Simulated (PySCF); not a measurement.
C5H6BF3.
SMILES with atom numbers: `[F:1][B:2]([F:3])[C@@H:4]1[CH:5]=[CH:6][C@@H:7]([F:8])[CH2:9]1` (hydrogens: H10 on C4; H11 on C5; H12 on C6; H13 on C7; H14, H15 on C9)

Level: wB97X-D/def2-SVPD in PySCF, non-relativistic, on one gas-phase PBE0-D3(BJ)/def2-SVP geometry that isn't relaxed in the solvent. The solvent is an IEF-PCM continuum (van der Waals radii × 1.2). Specific hydrogen bonds and non-electrostatic terms are outside this model.

Gas phase at wB97X-D/def2-SVPD: HOMO -9.53 eV, LUMO 1.15 eV, dipole 1.26 D.

Task: What does the continuum do to the energy, the frontier levels and the dipole at wB97X-D/def2-SVPD in chloroform and acetonitrile?

Result: 
```csv
solvent,ε,E(solvent) − E(gas) (kcal/mol),polarisation term (kcal/mol),distortion of the solute (kcal/mol),HOMO (eV),LUMO (eV),dipole (D)
chloroform,4.711,-3.31,-3.61,0.30,-9.33,1.34,1.54
acetonitrile,35.69,-4.51,-5.09,0.58,-9.27,1.39,1.67
```

Polarisation term: ½ Σ q·V over the induced surface charges. Distortion: the rise of the solute's own energy as its density leaves the gas-phase optimum. From chloroform to acetonitrile the lowering changes by a factor 1.36, Onsager's factor (ε − 1)/(2ε + 1) by 1.35 and ε itself by 7.6.

Task: Which radius a makes the point-dipole formula ΔE = −[(ε − 1)/(2ε + 1)]·μ²/a³ give the value in acetonitrile, with the gas-phase dipole?

Result: μ = 0.495 au and |ΔE| = 0.00719 Eh give a = 1.34 Å; the farthest nucleus lies 3.11 Å from the centroid of the nuclei, so such a sphere wouldn't even hold the nuclei. The formula assumes a rigid point dipole at the centre of a sphere.

Task: How does the static polarisability (wB97X-D/def2-SVPD, frozen core, with the continuum's full static response) change?

Result: 
| medium | isotropic (au) | principal values (au) | ⟨r²⟩ of the electrons (bohr²) |
| --- | --- | --- | --- |
| gas | 68.1 | 58.2, 66.0, 80.2 | 1216.6 |
| chloroform | 83.0 | 71.1, 80.3, 97.6 | 1217.1 |
| acetonitrile | 90.0 | 78.0, 86.9, 105.2 | 1217.4 |

The isotropic value in acetonitrile is 1.32 times the gas-phase one; no cavity-field correction is applied. ⟨r²⟩ is taken about the centre of nuclear charge.

Note: wB97X-D ran without an empirical dispersion term, which enters the total energy and its gradient alone.
